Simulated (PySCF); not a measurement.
**Computed data sheet: `CN(C)C(=O)CO[SiH3]`**

Species: C4H11NO2Si.
Atom-mapped SMILES: `[CH3:1][N:2]([CH3:3])[C:4](=[O:5])[CH2:6][O:7][SiH3:8]` (hydrogens: H9, H10, H11 on C1; H12, H13, H14 on C3; H15, H16 on C6; H17, H18, H19 on Si8)

Structural features include: amide and Si–H bond.

**GFN2-xTB geometry**

* Point group of the GFN2-xTB geometry: C1
* Rotational constants A, B, C of the GFN2-xTB geometry: 3.340, 0.906, 0.757 GHz

From PBE0/pcSseg-1 ground state and GIAO shieldings, non-relativistic (PySCF):

- Dipole moment: 3.41 D
- HOMO energy: -6.94 eV
- LUMO energy: 0.02 eV
- HOMO–LUMO gap: 6.96 eV
- Lowest Hirshfeld atomic charge: -0.29 e on O5
- Highest Hirshfeld atomic charge: +0.39 e on Si8
- 13C chemical shifts (computed TMS as zero) by class: 169.1 (C4), 71.1 (C6), 38.7 (C3), 35.3 (C1) ppm
- 1H chemical shifts (computed TMS as zero) by class: 4.94 (H17/H18/H19), 4.38 (H15/H16), 3.15 (H12/H13/H14), 3.10 (H9/H10/H11) ppm
- Isotropic shieldings of nuclei other than C and H, by class: 147 (N2), -81 (O5), 324 (O7), 385 (Si8) ppm
- Mayer bond orders between heavy atoms: C1–N2 0.94, N2–C3 0.94, N2–C4 1.15, C4–O5 1.89, C4–C6 0.97, C6–O7 0.89, O7–Si8 0.94

Monoisotopic mass from the formula: 133.0559 u.

The dipole matches unit charges of opposite sign 0.71 Å apart (1 e·Å = 4.8032 D). With B = h/(8π²I), that is 505.379 GHz u Å² over I, the principal moments of inertia are 151.3, 557.9 and 667.3 u Å² (most abundant isotopes); the inertial defect Ic − Ia − Ib is -41.9 u Å² (zero for a rigid planar frame, negative otherwise). The rotational constants make it an asymmetric top with κ = (2B − A − C)/(A − C) = -0.89, nearer the prolate limit (−1).

Isolated species at its GFN2-xTB geometry (one conformer only). GFN2-xTB frequencies show an imaginary mode (50i cm⁻¹), so this geometry is no minimum at that level. NMR classes are plain means over equivalent atoms (diastereotopic ones count apart unless rotation or inversion swaps them), as if these changed places fast; in this geometry the members of some classes differ.

For the NMR shielding job (PBE0/pcSseg-1), hardware: an Arm Neoverse V1 with one thread, no GPU (shared host). Cost: 47 s of wall time (with the writing of density and orbital grids), 0.91 GiB resident at most.

Conformer computed: `[CH3:1][N:2]([CH3:3])[C:4](=[O:5])[CH2:6][O:7][SiH3:8]`: C1–N2–C4–O5 4°, N2–C4–C6–O7 53°, C4–C6–O7–Si8 167°.
